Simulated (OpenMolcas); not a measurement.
## Sb2+: the spin-orbit constant, worked from levels

* Program: OpenMolcas 26.06
* Basis: ANO-R3 [8s7p5d3f2g1h]
* Scalar Hamiltonian: X2C, finite nucleus
* Active space: 1 electron in 9 orbitals (RAS2 5p; RAS3 5d 6s, at most 1 electron)
* State averaging: 2S+1 = 2 odd, 3 roots; 2S+1 = 2 even, 6 roots
* Spin-orbit coupling: RASSI with atomic mean-field integrals over the reference wave functions, term energies averaged over their components

Methods: RASSCF; SS-RASPT2, IPEA 0.25 Eh, imaginary shift 0.1 Eh (closed shells correlated: 4d 5s). Measured levels: Moore, Atomic Energy Levels, vol. III, NSRDS-NBS 35 (1971 reprint of NBS Circular 467, 1958).

**The spin-orbit constant.** For the Hund term ²P° of p1, E(J) = (A/2) J(J+1) + constant and ζ = 2S·A = A. From J = 1/2 to J = 3/2 the energy changes by 1.5 A.

| Source | E(3/2) - E(1/2) | A | ζ |
| --- | --- | --- | --- |
| RASSCF | 5839.0 | 3892.7 | 3893 |
| SS-RASPT2 | 5839.0 | 3892.7 | 3893 |
| measured | 6576.0 | 4384.0 | 4384 |

All in cm-1. SS-RASPT2 is off by -11.2 % and RASSCF by -11.2 %. Both methods take the spin-orbit matrix elements from the reference wave functions, so the second can move ζ only through the term energies and any multistate remixing.

With one active electron the reference holds no correlation, so core polarisation is missing (holds for RASSCF). With one active electron, CASPT2 adds the correlation within the correlated inactive shells and between them and that electron, and leaves the splitting within a term as the reference gives it (holds for SS-RASPT2). Measured partners are found by configuration, term and J. A level has none where our copy of the source lacks it or the pairing is in doubt (some pairs that miss far off the trend of their configuration count as doubtful), and it then counts in no deviation. Levels of configurations outside the active space are missing.

° marks odd parity.
